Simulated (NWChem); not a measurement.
System: SnHSCl, singlet; SMILES [Sn]([Cl])[SH]

```xyz
4

Sn     0.6662     0.0101     0.0000
Cl    -0.9563    -1.7758     0.0000
S     -1.0154     1.8278     0.0000
H     -0.0454     2.7892     0.0000
```
Atoms are numbered in this order, from 1.

Level: PBE-D3(BJ)/def2-SVP with def2 effective core potentials on Sn (NWChem), optimised geometry, unscaled harmonic frequencies. Low-valent species are run as closed-shell singlets; no triplet was tried in these runs. def2 effective core potentials on Sn; no spin-orbit coupling.

| frequency (cm⁻¹) | IR intensity (km/mol) |
|---|---|
| 102 | 1.3 |
| 312 | 10.9 |
| 324 | 37.3 |
| 345 | 43.9 |
| 618 | 12.2 |
| 2595 | 2.1 |

| Item | Value |
|---|---|
| zero-point energy | 6.1 kcal/mol |
| thermal correction to the enthalpy at 298.15 K (with zero-point energy) | 9.8 kcal/mol |
| heat capacity Cv | 13.8 cal/(mol K) |
| entropy at 298.15 K and 1 atm (symmetry number 1) | 76.7 cal/(mol K) |

Rigid rotor and harmonic oscillator.
